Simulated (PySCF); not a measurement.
CH6BeSSi, SMILES C[S][Be][SiH3]. Heavy atoms are numbered as in [Be:1]([S:2][CH3:3])[SiH3:7]. Hydrogens are named by the atom that carries them.

The structure is a stationary point at B3LYP-D3(BJ)/def2-SVP. One conformer was computed; it need not be the lowest.

The numbers are results of PySCF with PBE0/pcSseg-1, not measurements.

GIAO shieldings, no solvent; atoms alike by connectivity are averaged. δ = σ(ref) − σ: ³³S against H2S (σ = 716.7 ppm); ¹³C against TMS (σ = 186.3 ppm); ¹H against TMS (σ = 31.56 ppm); ²⁹Si against TMS (σ = 352.7 ppm), references at their B3LYP-D3(BJ)/def2-TZVP geometries, non-relativistic.

```
nucleus       atoms  count  δ (ppm)
-------  ----------  -----  -------
³³S              S2      1    132.8
¹³C        C3 (CH3)      1     10.9
¹H         H on Si7      3     3.21
¹H          H on C3      3     2.45
²⁹Si     Si7 (SiH3)      1   -141.1
```
